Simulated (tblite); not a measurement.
C₃H₁₁NP₂Si.
SMILES with atom numbers: `[CH3:1][N:2]([CH3:3])/[C:4]([SiH3:5])=[P:6]/[PH2:7]` (hydrogens: H8, H9, H10 on C1; H11, H12, H13 on C3; H14, H15, H16 on Si5; H17, H18 on P7)

Cartesian coordinates in Å at the GFN2-xTB level; atoms count from 1:
```
atom  x, y, z in Å
C1    -1.242    1.861   -0.185
N2    -1.003    0.444   -0.129
C3    -2.135   -0.433   -0.282
C4     0.267    0.000   -0.024
Si5    0.632   -1.836    0.356
P6     1.532    1.173   -0.071
P7     3.247   -0.118   -0.054
H8    -2.310    2.067   -0.205
H9    -0.796    2.349    0.687
H10   -0.767    2.293   -1.073
H11   -1.858   -1.321   -0.849
H12   -2.535   -0.748    0.688
H13   -2.923    0.086   -0.827
H14    1.076   -2.492   -0.874
H15   -0.599   -2.464    0.854
H16    1.613   -1.931    1.439
H17    4.062    0.827   -0.669
H18    3.730    0.248    1.204
```

Computed with GFN2-xTB (tblite): harmonic, unscaled wavenumbers at the GFN2-xTB geometry, gas phase. Errors from tens to a few hundred cm⁻¹ against measured bands are possible. Modes of hydrogen on phosphorus and silicon can be 10 to 20 % off. One conformer, not necessarily the lowest.

Harmonic wavenumbers (cm⁻¹): 41.5, 64.5, 105.5, 112.8, 129.1, 152.2, 177.4, 200.1, 237.4, 271.9, 362.4, 404.3, 412.6, 520.0, 557.6, 574.0, 592.1, 710.8, 736.4, 761.0, 777.2, 859.4, 915.5, 1027.9, 1065.6, 1088.5, 1094.7, 1139.4, 1142.5, 1281.5, 1387.5, 1407.9, 1438.9, 1448.2, 1475.6, 1479.2, 1489.6, 2214.5, 2231.3, 2241.7, 2261.9, 2315.9, 2912.4, 2927.7, 2954.2, 3009.0, 3013.0, 3033.1.

A = 2191, B = 1039, C = 725.6 MHz; mass 151.014 u (most abundant isotopes); point group C1, symmetry number 1.

Task: Zero-point energy?

Result: ½Σν̃ = 28379 cm⁻¹ = 81.14 kcal/mol.

Task: Entropy at 500 K, 1 bar (ideal gas, RRHO, classical rotation)?

Result: Translation 43.54, rotation 31.20, vibration 58.19: S = 132.9 cal/(mol K).

Task: And Cp and H(500 K) − H(0)?

Result: Cp = 58.05 cal/(mol K), of which vibrations give 50.10 (their classical limit is 48 R = 95.4); H(500 K) − H(0) = 18.18 kcal/mol without the zero-point energy, 14.21 from vibrations.

Task: Blend soft modes into free rotors: weight 1/[1 + (100 cm⁻¹/ν̃)⁴] for the oscillator and the rest for a rotor with moment μB/(μ + B), μ = h/(8π²ν), B = 10⁻⁴⁴ kg m². What vibrational entropy results?

Result: 53.71 cal/(mol K) in place of 58.19, which changes −T·S at 500 K by +2.24 kcal/mol.

Task: How do the functions run with temperature in this model?

Result: 
```csv
T (K),S (cal/(mol K)),Cp (cal/(mol K)),H − H(0) (kcal/mol),G − H(0) (kcal/mol),ln q(vib)
150,83.4,28.0,2.74,-9.77,4.00
250,100.1,37.9,6.04,-18.98,7.36
298.15,107.1,42.3,7.97,-23.97,8.91
400,120.8,50.9,12.73,-35.59,12.05
600,144.1,64.1,24.30,-62.14,17.78
900,172.7,77.2,45.65,-109.82,25.44
```

q(vib) and H(0) count from the zero-point level.

Hindered rotation and anharmonicity are outside this model. Other conformers, if any are populated, would add a mixing term that is left out. The structure is chiral; the term R ln 2 for an equal mix with its mirror image is left out.

On one thread of an Arm Neoverse V1 (shared host), this took 0.83 s wall. The figure is for the frequency step alone.
